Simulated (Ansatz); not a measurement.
Consider the cleavage of the B–Ga bond: `[CH3][Ga]([CH3])[BH]Cl` + `O[SiH2][SiH3]` → `[SiH3][SiH2]OBCl` + `[CH3][GaH][CH3]`.

Isolated molecules relaxed with PBE0-D4/def2-TZVP in Ansatz; ΔE leaves out vibrations. CCSD(T)/CBS adds triple-zeta CCSD(T) − MP2 to the extrapolated MP2 energy (def2 sets, frozen cores). For Ga outer-core shells are correlated without core-valence functions, which leaves a few kJ/mol of doubt a bond. Scalar relativity is left out up to krypton. Each species was taken in one conformer, which may not be the lowest.

`[CH3][Ga]([CH3])[BH]Cl`:

Z-matrix (Å, degrees):
```
C
Ga 1 1.979
H 1 1.091 2 111.9
H 1 1.095 2 109.1 3 119.4
H 1 1.092 2 111.8 3 -122.6
C 2 1.978 1 117.7 3 -13.2
B 2 2.094 1 120.6 3 167.8
H 6 1.092 2 110.8 1 -36.0
H 6 1.091 2 113.2 1 -159.0
H 6 1.095 2 108.7 1 81.4
Cl 7 1.756 2 119.0 1 89.0
H 7 1.197 2 127.3 1 -91.0
```

`O[SiH2][SiH3]`:

```xyz
9

O    -0.752    0.385    1.891
Si    0.218   -0.488    0.875
Si   -0.039    0.145   -1.371
H    -0.644    1.337    1.899
H     1.657   -0.346    1.245
H    -0.180   -1.905    1.068
H     0.895   -0.635   -2.230
H     0.276    1.593   -1.534
H    -1.431   -0.084   -1.844
```

`[SiH3][SiH2]OBCl`:

Z-matrix (Å, degrees):
```
Si
Si 1 2.346
H 1 1.487 2 110.9
H 1 1.488 2 107.7 3 119.2
H 1 1.487 2 110.9 3 -121.6
O 2 1.669 1 112.2 3 60.9
H 2 1.485 1 111.0 3 -58.6
H 2 1.485 1 110.9 3 -179.7
B 6 1.336 2 132.4 1 -0.2
Cl 9 1.756 6 119.3 2 179.9
H 9 1.197 6 122.8 2 -0.1
```

`[CH3][GaH][CH3]`:

Z-matrix (Å, degrees):
```
C
Ga 1 1.971
H 1 1.091 2 112.5
H 1 1.096 2 109.0 3 119.1
H 1 1.092 2 111.5 3 -123.0
C 2 1.971 1 120.1 3 157.3
H 2 1.579 1 120.0 3 -22.6
H 6 1.092 2 111.5 1 33.7
H 6 1.096 2 109.0 1 -84.2
H 6 1.091 2 112.5 1 156.7
```

```json
{"species": "`[CH3][Ga]([CH3])[BH]Cl`", "HF/CBS(def2) energy (Eh)": "-2487.37915"}
{"species": "`O[SiH2][SiH3]`", "HF/CBS(def2) energy (Eh)": "-656.33914"}
{"species": "`[SiH3][SiH2]OBCl`", "HF/CBS(def2) energy (Eh)": "-1140.65418"}
{"species": "`[CH3][GaH][CH3]`", "HF/CBS(def2) energy (Eh)": "-2003.13221"}
```

Task: Work out ΔE.

Result: ΔE = (-1140.65418) + (-2003.13221) − (-2487.37915) − (-656.33914) = -0.06810 Eh = -178.8 kJ/mol. CCSD(T)/CBS gives -155.5 kJ/mol.

Largest T1 diagnostic among the species: 0.013.

From PBE to PBE0 (25 % exact exchange), in def2-TZVPP and without D4, ΔE moves by −5.7 kJ/mol. In def2-TZVPP, CCSD(T) changes the Hartree–Fock value by +18.4 kJ/mol (the triples alone add +1.4 kJ/mol) and MP2 by +15.1 kJ/mol.
